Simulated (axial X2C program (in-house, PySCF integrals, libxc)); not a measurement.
## Potential curves of MoB⁺, two-component

All values were computed with an in-house all-electron X2C program for linear molecules (integrals from PySCF). Two-component (2c) means X2C with spin–orbit coupling and atomic mean-field two-electron Coulomb and Gaunt terms. Basis: Mo dyall-cv3z [11s12p9d5f3g], B dyall-v3z [7s6p2d1f] (cores contracted in-house); Gaussian nuclei, density fitting, unrestricted open shells. Masses: Mo 97.905 u, B 11.009 u.

State: Ω = 3 (⟨Sz⟩ = 3.00, ⟨Lz⟩ = 0.00 at HF). Energies in eV from the fragments at the same level (Mo+ + B). Fits are polynomials in 1 − R0/R over 0.85 to 1.23 times the lowest point R0.

```csv
R (Å),CCSD,HF,CCSD(T)
1.9149,,0.0339,
2.0029,-1.3493,-0.4123,-1.4885
2.0689,-1.5049,-0.6491,-1.6354
2.1350,-1.5981,-0.8215,-1.7191
2.2010,-1.6438,-0.9428,-1.7549
2.2780,-1.6541,-1.0348,-1.7532
2.3551,-1.6324,-1.0864,-1.7200
2.4541,-1.5757,-1.1098,-1.6500
2.5752,,-1.0943,
2.7513,,-1.0220,
```

Correlated methods: 8 electrons correlated (number of frozen shells: Mo 4 s, 3 p, 1 d; B 1 s), 272 virtual spin orbitals or spinors in MP2, 90 natural virtuals in coupled cluster.

The state is one determinant whose occupation by symmetry is held fixed; it was picked as the lowest of a PBE0 search that is not exhaustive. De is counted from the lowest determinant-based energies of the atoms at the same level, without counterpoise correction. CCSD and (T) use frozen natural virtuals with an MP2 correction for the truncation; (T) itself is uncorrected, so its De runs slightly low. A 2c atom that is not at its ground J level misses part of its spin–orbit lowering, and De is too large by that part (0.04 eV or less for light atoms). This holds for CCSD, CCSD(T). PBE0 can misorder states that lie within some tenths of an eV, so this need not be the ground state of the molecule. The nearest other 2c determinant of the search, Ω = 2, lies 0.17 eV up at the distance of the search. With several unpaired electrons one determinant need not be a pure state. Open-shell Ω = 0 determinants with evenly filled partner blocks cannot be reached by this program, so the Ω shown need not be the lowest component. With the outer-core shells frozen, correlated bond lengths of heavy atoms tend to come out a few hundredths of an ångström too long. Coupled cluster ran on the points near the minimum only. MP2 and coupled cluster on one determinant become unreliable at the stretched end.

(1) What are Re, ωe and De at the CCSD level?

(2) What are Re, ωe and De at the HF level?

(3) Fit the CCSD(T) curve near its minimum: give the equilibrium distance, the harmonic wavenumber and the well depth.

Results:

(1) At CCSD, 2c: Re = 2.260 Å, ωe ≈ 402 cm⁻¹, De = 1.66 eV to Mo+ + B; Be follows as 0.334 cm⁻¹.

(2) At HF, 2c: Re = 2.468 Å, ωe ≈ 295 cm⁻¹, De = 1.11 eV to Mo+ + B; Be follows as 0.28 cm⁻¹.

(3) At CCSD(T), 2c: Re = 2.235 Å, ωe ≈ 428 cm⁻¹, De = 1.76 eV to Mo+ + B; Be follows as 0.341 cm⁻¹.
